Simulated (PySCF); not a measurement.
A PySCF script (with the pyscf-properties extension) for the NMR shieldings of `c1c([SiH3])ccc2snnc21`, C6H6N2SSi, on a GFN2-xTB geometry:

```python
import basis_set_exchange as bse
import numpy as np
from pyscf import gto, dft
from pyscf.prop import nmr

atoms = """
Si   -2.733740    0.357376   -0.236578
C    -0.876722    0.044866   -0.063088
C    -0.416393   -1.250970    0.233113
C     0.918571   -1.555059    0.375904
C     1.835457   -0.525251    0.219122
S     3.558360   -0.485916    0.321409
N     3.562523    1.160637   -0.024113
N     2.438790    1.657661   -0.200097
C     1.401336    0.791101   -0.083827
C     0.040685    1.063681   -0.223298
H    -3.391130   -0.072957    0.999596
H    -2.945971    1.784378   -0.467916
H    -3.231363   -0.434176   -1.364040
H    -1.145595   -2.039408    0.353565
H     1.247658   -2.557523    0.602314
H    -0.270066    2.070505   -0.453477
"""
names = dict.fromkeys(["Si", "C", "S", "N", "H"], "pcSseg-1")
basis = {el: gto.basis.parse(bse.get_basis(n, elements=[el], fmt="nwchem")) for el, n in names.items()}
mol = gto.M(atom=atoms, basis=basis, charge=0, verbose=0)
mf = dft.RKS(mol, xc="PBE0")
mf.grids.level = 2
mf.grids.alignment = dft.numint.BLKSIZE   # the property module wants whole blocks of grid points
mf.conv_tol = 1e-9
mf.kernel()

calc = nmr.RKS(mf)   # GIAO
C = mf.mo_coeff
Co = C[:, mf.mo_occ > 0]
resp = mf.gen_response(singlet=True, hermi=2)
def vind(x):   # induced exchange potential for any number of trial vectors
    d = np.einsum("pi,xij,qj->xpq", C, 2 * x.reshape(-1, C.shape[1], Co.shape[1]), Co, optimize=True)
    return np.einsum("xpq,pi,qj->xij", resp(d - d.transpose(0, 2, 1)), C, Co, optimize=True).ravel()
mo1, _ = nmr.rhf.solve_mo1(calc, with_cphf=vind)
sigma = calc.kernel(mo1)
for i, s in enumerate(sigma):   # ppm
    print("%2d %-2s %9.2f" % (i, mol.atom_pure_symbol(i), np.trace(s) / 3))
```

Problem. What does it print?

Solution. 
```
 0 Si    415.45
 1 C      53.01
 2 C      47.82
 3 C      62.43
 4 C      32.75
 5 S       4.54
 6 N    -200.53
 7 N    -210.97
 8 C      29.67
 9 C      48.25
10 H      26.86
11 H      27.06
12 H      26.84
13 H      23.66
14 H      23.21
15 H      22.44
```

These numbers come from an equivalent density-fitted implementation of the same equations, which agrees with the script to about 0.01 ppm for H and up to a few tenths of a ppm for heavy atoms, so last digits may differ.

Problem. Turn these shieldings into chemical shifts. Scale: TMS for $^{29}$Si (σ = 349.16 ppm), $^{13}$C (σ = 186.93 ppm), $^{1}$H (σ = 31.72 ppm); $^{33}$S (σ = 503.73 ppm) against CS2; $^{15}$N (σ = 267.73 ppm) against NH3 (reference shieldings calculated alike).

Solution. Averaging equivalent atoms: Si 0: -66.3; C 8: 157.3; C 4: 154.2; C 2: 139.1; C 9: 138.7; C 1: 133.9; C 3: 124.5; S 5: 499; N 7: 478.7; N 6: 468.3; H 15: 9.27; H 14: 8.51; H 13: 8.05; H 10/11/12: 4.80 ppm. Experimental scales use liquid or dissolved standards, which lie at an offset from isolated NH3 (liquid NH3: subtract about 20 ppm). Unscaled 15N shifts of sp2 nitrogen come out 20 to 40 ppm too high even then.

Size and cost of the density-fitted run: 214 basis functions, 47 s wall time on 1 thread of an Arm Neoverse V1, shared host.
